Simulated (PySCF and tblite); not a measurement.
Results of a calculation; reference values are marked as such.
Stationary points of C₆H₈O at GFN2-xTB, in Å:

Structure A

```
 1 C    -0.156   -1.360    0.423
 2 C     1.082   -0.903    0.502
 3 C     1.705    0.415    0.180
 4 O     0.995    1.527   -0.321
 5 C    -0.326    1.584   -0.586
 6 C    -1.337    0.732   -0.492
 7 C    -1.403   -0.688   -0.034
 8 H    -0.323   -2.386    0.732
 9 H     1.845   -1.581    0.870
10 H     2.199    0.771    1.099
11 H     2.506    0.223   -0.552
12 H    -0.527    2.584   -0.955
13 H    -2.299    1.121   -0.800
14 H    -1.827   -1.290   -0.849
15 H    -2.133   -0.749    0.785
```

Structure B

```
 1 C    -0.205   -1.233    0.722
 2 C     1.032   -0.774    0.832
 3 C     1.579    0.246   -0.124
 4 O     0.984    1.528    0.020
 5 C    -0.343    1.642   -0.232
 6 C    -1.279    0.720   -0.422
 7 C    -1.146   -0.781   -0.356
 8 H    -0.580   -1.959    1.429
 9 H     1.679   -1.102    1.632
10 H     2.643    0.417    0.051
11 H     1.440   -0.098   -1.160
12 H    -0.602    2.693   -0.270
13 H    -2.273    1.083   -0.636
14 H    -0.798   -1.165   -1.325
15 H    -2.135   -1.208   -0.183
```

Level: PBE0/pcSseg-1 + D3(BJ) on GFN2-xTB stationary points, with GFN2-xTB thermal terms.

Task: Which structure is a saddle point, and along which motion?

Result: A: one imaginary mode (130i cm⁻¹ at GFN2-xTB, mostly on O4, C3, H11), along the inversion of the 7-membered ring (1–2–3–4–5–6–7).

Task: Give their symmetry and energies above the lowest.

Result: A Cs, 2.1 kcal/mol; B C1, 0.0 kcal/mol.
